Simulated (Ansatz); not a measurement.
HIn, charge -1, doublet (typed; the unrestricted solution is spin-contaminated), geometry from GFN2-xTB (such geometries of metal compounds can be far from the true shape) (a state made from the parent by changing its charge; the spin is typed, not shown lowest) (core potentials on In) (a gas-phase anion, which may not be bound at this level), with bond 1-2 at 2.2 times its length.

The Ansatz (an electronic-structure program) input:
Ansatz 0.2 input:
```yaml
crystal:
  periodic: [false, false, false]
  atoms:
    - {symbol: In, position_ang: [0.00000000, 0.00000000, -2.18154262]}
    - {symbol: H, position_ang: [0.00000000, 0.00000000, 1.75238670]}
basis:
  gaussian:
    orbitals: def2-TZVP
hamiltonian:
  xc: b3lyp
total_charge: -1
magnetization: {spin_polarized: true, initial_magnetization: 1}
```

### Question
What does this run give for the <S^2>, number of basis functions, total energy?

### Answer

- <S^2> = 0.961
- number of basis functions = 56
- total energy = -190.7397 Eh

A gas-phase anion may not be bound at this level; its values then depend on the basis.
